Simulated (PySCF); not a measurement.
C7H13P.
Structure used (GFN2-xTB), in Å, numbered top down from 1:
```xyz
21
C7H13P angstrom
C      2.240    1.389   -0.426
P      1.571   -0.310   -0.733
C      2.208   -1.118    0.814
C     -0.149   -0.063   -0.197
C     -0.857    1.062   -0.169
C     -2.280    0.828    0.241
C     -2.438   -0.696    0.125
C     -1.005   -1.250    0.170
H      1.859    2.068   -1.186
H      3.325    1.354   -0.513
H      1.964    1.750    0.563
H      1.912   -0.559    1.700
H      1.822   -2.134    0.876
H      3.294   -1.165    0.757
H     -0.495    2.052   -0.385
H     -2.983    1.369   -0.395
H     -2.435    1.172    1.269
H     -2.894   -0.943   -0.834
H     -3.064   -1.108    0.914
H     -0.747   -1.595    1.175
H     -0.856   -2.085   -0.516
```

IAO charges (e) from the PBE0/pcSseg-1 density (PySCF), one withheld:

```csv
atom,bonded to,charge
C1,P2 H9 H10 H11,-0.6089
P2,C1 C3 C4,+0.5193
C3,P2 H12 H13 H14,-0.6085
C4,P2 C5 C8,?
C5,C4 C6 H15,-0.1722
C6,C5 C7 H16 H17,-0.2662
C7,C6 C8 H18 H19,-0.2568
C8,C7 C4 H20 H21,-0.2649
H9,C1,+0.1541
H10,C1,+0.1536
H11,C1,+0.1430
H12,C3,+0.1419
H13,C3,+0.1539
H14,C3,+0.1531
H15,C5,+0.1416
H16,C6,+0.1390
H17,C6,+0.1367
H18,C7,+0.1372
H19,C7,+0.1365
H20,C8,+0.1347
H21,C8,+0.1397
```

Problem. What is the charge on C4?

Solution. The charges add up to the total charge, 0. The others sum to +0.2068, which leaves -0.2068 e for C4 (fully substituted alkene carbon); the computed value is -0.2070, the difference coming from rounding.

Problem. Add each hydrogen's charge to the atom that carries it.

Solution. C1 -0.1582, C3 -0.1596, C5 -0.0306, C6 +0.0095, C7 +0.0169, C8 +0.0095. Atoms without hydrogen keep their charges.

Problem. Across which bond do the charges differ most?

Solution. P2–C1: +0.5193 on P2 against -0.6089 on C1, a difference of 1.1282 e (P2–C3 within 0.003 e of it). The lower charge is on the more electronegative element of the two (Pauling values: C 2.55, P 2.19).

Problem. Take the bonds between elements whose Pauling electronegativities differ by more than 0.25. In how many does the more electronegative atom carry the lower charge?

Solution. In 16 of 16.

Problem. How much positive and how much negative charge does this set hold in all?

Solution. +2.3843 e on 14 atoms and -2.3845 e on 7.

The IAO scheme projects the occupied orbitals on a minimal set of polarised atomic orbitals and counts the electrons in each atom's part of it. Geometry: GFN2-xTB, one conformer, isolated molecule.
